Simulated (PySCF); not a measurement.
Distorted geometries of [Gd(NH2)2]+

[Gd(NH2)2]+ (singlet in the valence; each metal's 4f electrons, 7 of them, lie in its core potential, out of spins and levels). PySCF 2.14.0, RKS TPSS, Gd lcecp-1-SVP with ECP53, N def2-SVP, H def2-SVP; non-relativistic Hamiltonian with scalar-relativistic core potentials where named; density fitting; no spin-orbit coupling. Relaxed geometry:

```xyz
7

Gd   -1.1645   -0.1391   -0.0119
N     0.1107   -0.0808    1.6699
H     1.1311    0.0443    1.5947
H    -0.0894   -0.1474    2.6772
N     0.1214    0.1349   -1.6672
H     1.1420    0.2564   -1.5885
H    -0.0891    0.1812   -2.6743
```

Task: Order these distorted geometries by energy above the relaxed one, lowest first.
A.
```xyz
7

Gd   -0.9710   -0.1359   -0.0910
N     0.0409   -0.3221    1.5988
H     1.0819   -0.0103    1.6790
H     0.0204   -0.0759    2.8385
N     0.1245    0.2715   -1.7525
H     0.9457    0.1894   -1.4049
H    -0.0802    0.3327   -2.8679
```
B.
```xyz
7

Gd   -1.0975   -0.0460    0.0693
N     0.0972   -0.1613    1.6970
H     1.1633    0.0942    1.5559
H    -0.0496   -0.1552    2.6989
N     0.1518    0.0724   -1.7019
H     1.0832    0.2966   -1.5696
H    -0.1861    0.1487   -2.7496
```
C.
```xyz
7

Gd   -1.2781   -0.4343   -0.1402
N     0.3499   -0.2513    1.8911
H     1.0772    0.0514    1.5196
H    -0.1731    0.2177    2.5352
N     0.1262    0.4045   -1.6100
H     1.1894    0.0438   -1.5733
H    -0.1291    0.2176   -2.6225
```

Result: B (0.51 eV), A (2.45 eV), C (2.97 eV).

Task: Which forces (eV/Å) act in the one that lies 2.97 eV up?

Result: 
```
Gd    2.96   0.91   1.67
N   -10.19  -6.76  -1.41
H     9.29   4.41  -3.77
H    -1.13   2.22   2.87
N     1.28  -2.62  -0.17
H    -2.44   1.28   0.07
H     0.22   0.56   0.74
```
Forces carry noise of the integration grid, about 0.01 to 0.03 eV/Å.

No frequency check is given that shows the relaxed geometry to be a minimum. An lcecp potential fixes the number of 4f electrons, so in runs with it no electron can move into or out of that shell.
